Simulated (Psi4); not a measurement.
rhodium atom (Rh), quartet (all electrons, no relativity). Base run: Psi4 with HF/3-21G.

Geometry (Å):
```xyz
1

Rh     0.0000     0.0000     0.0000
```
Charge 0, spin multiplicity 4.
Orbitals are unrestricted.
All else is at Psi4's defaults, with exact integrals.
Base energy -4664.05809 Eh.

Variants of this job, named by their change:

```csv
change,ΔE vs base (mEh),SCF cycles,basis functions,outcome
base,0.000,19,39,converged
damping_percentage = 50,-,-,39,not converged
basis_guess = true,0.000,1,39,converged
guess = sadno,20.344,8,39,another SCF solution
basis_guess = sto-3g,-45.350,8,39,another SCF solution
guess = sap,20.344,18,39,another SCF solution
diis_max_vecs = 3,0.000,48,39,converged
scf_type = cd,20.481,20,39,another SCF solution
puream = false,0.000,19,39,converged
puream = true,213.5,18,36,converged
damping_percentage = 20,-,-,39,not converged
guess = gwh,-45.350,10,39,another SCF solution
```

A guess, shift, damping, solver or small numerical setting can't move a converged solution much, so rows marked as another SCF solution ended in a different state.

Open shells are given as the SCF converged; they aren't shown to be the lowest states, and a large step between rows can be another state.
